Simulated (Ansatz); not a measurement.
Two isomers of C4H8Si: A = `CC=C=C[SiH3]`, B = `C#CC[SiH2]C`.

Program: Ansatz. Geometries: PBE0-D4/def2-TZVP. ΔE: electronic, gas phase. CCSD(T)/CBS adds triple-zeta CCSD(T) − MP2 to the extrapolated MP2 energy (def2 sets, frozen cores). DFT in def2-TZVPP. B3LYP here is the variant with VWN-RPA as its local correlation; programs differ in this. One conformer a species, not always the lowest.

A:

```xyz
13

C     1.0917    1.2687    1.7269
C     1.1109   -0.0362    0.9916
C     0.6018   -0.2272   -0.1911
C     0.0508   -0.4218   -1.3560
Si   -1.7255   -0.9525   -1.5080
H     2.1086    1.6081    1.9440
H     0.5882    2.0412    1.1460
H     0.5737    1.1649    2.6848
H     1.5887   -0.8839    1.4794
H     0.6500   -0.2686   -2.2532
H    -2.5033    0.0466   -2.2907
H    -2.3118   -1.0844   -0.1511
H    -1.8240   -2.2547   -2.2225
```

B:

```xyz
13

C     2.121   -1.547    0.354
C     1.646   -0.558   -0.138
C     1.019    0.622   -0.684
Si   -0.594    1.014    0.233
C    -1.764   -0.436    0.156
H     2.558   -2.419    0.778
H     0.796    0.482   -1.748
H     1.688    1.486   -0.609
H    -0.260    1.352    1.642
H    -1.198    2.217   -0.409
H    -2.042   -0.661   -0.876
H    -1.291   -1.323    0.584
H    -2.679   -0.229    0.716
```

Task: Which is lower in electronic energy at CCSD(T)/CBS, and by how much? (Estimate.)

Result: Computed: B, by 28.0 kJ/mol.

Task: Give E(B) − E(A) in kJ/mol with HF/def2-TZVPP, MP2/def2-TZVPP, B3LYP-D4, B3LYP, ωB97M-V, B2PLYP, CCSD(T)/def2-TZVPP. (Estimate.)

Result: The calculation gave: HF/def2-TZVPP -18.5, MP2/def2-TZVPP -38.4, B3LYP-D4 -11.3, B3LYP -8.7, ωB97M-V -23.5, B2PLYP -20.8, CCSD(T)/def2-TZVPP -25.1. None reverses the order clearly.

Largest T1 diagnostic: 0.012.

From PBE to PBE0 (25 % exact exchange), in def2-TZVPP and without D4, E(B) − E(A) moves by −6.2 kJ/mol. In def2-TZVPP, CCSD(T) changes the Hartree–Fock value by −6.6 kJ/mol (the triples alone add +1.1 kJ/mol) and MP2 by −19.9 kJ/mol.
